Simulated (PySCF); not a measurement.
`[SiH3][C@H]1CC[C@@H]1Br`, C4H9BrSi

Geometry (Å), atoms numbered from 1 in this order:
```xyz
15

Si   -2.053   -0.496    0.077
C    -0.248   -0.109    0.531
C     0.881   -0.961   -0.090
C     1.665    0.324   -0.397
C     0.392    1.120   -0.123
Br    0.570    2.714    0.999
H    -2.393   -1.798    0.647
H    -2.907    0.567    0.605
H    -2.139   -0.535   -1.385
H    -0.124   -0.066    1.615
H     0.569   -1.484   -0.992
H     1.368   -1.669    0.578
H     2.447    0.518    0.336
H     2.084    0.424   -1.397
H    -0.116    1.460   -1.026
```

Computed with TDDFT PBE0/def2-SVPD circular dichroism and optical rotation, one conformer, gas phase (PySCF). Geometry: GFN2-xTB.

The calculation is non-relativistic, which matters for the atoms heavier than Zn.

Task: Draw the ECD and absorption spectra from the lowest 8 states, each a Gaussian of half-width 0.3 eV at 1/e height.

Result: 
| E (eV) | λ (nm) | Δε (L mol⁻¹ cm⁻¹) | ε (L mol⁻¹ cm⁻¹) |
| --- | --- | --- | --- |
| 5.48 | 226 | +0.04 | 14.7 |
| 5.58 | 222 | +0.10 | 40.5 |
| 5.68 | 218 | +0.22 | 89.6 |
| 5.78 | 215 | +0.41 | 159 |
| 5.88 | 211 | +0.59 | 225 |
| 5.98 | 207 | +0.68 | 256 |
| 6.08 | 204 | +0.62 | 233 |
| 6.18 | 201 | +0.45 | 171 |
| 6.28 | 197 | +0.23 | 104 |
| 6.38 | 194 | -0.04 | 69.3 |
| 6.48 | 191 | -0.49 | 97.6 |
| 6.58 | 188 | -1.30 | 243 |
| 6.68 | 186 | -2.63 | 607 |
| 6.78 | 183 | -4.33 | 1330 |
| 6.88 | 180 | -5.98 | 2490 |
| 6.98 | 178 | -7.10 | 3930 |
| 7.08 | 175 | -7.38 | 5170 |
| 7.18 | 173 | -6.55 | 5650 |
| 7.28 | 170 | -4.24 | 5220 |
| 7.38 | 168 | -0.15 | 4290 |
| 7.48 | 166 | +5.36 | 3470 |
| 7.58 | 164 | +10.96 | 2960 |

Δε uses R in velocity form, ε uses f in length form. Only the states computed contribute, so the short-wavelength end is incomplete.

The sign of the CD band at 207 nm isn't settled: the length form gives the opposite one.
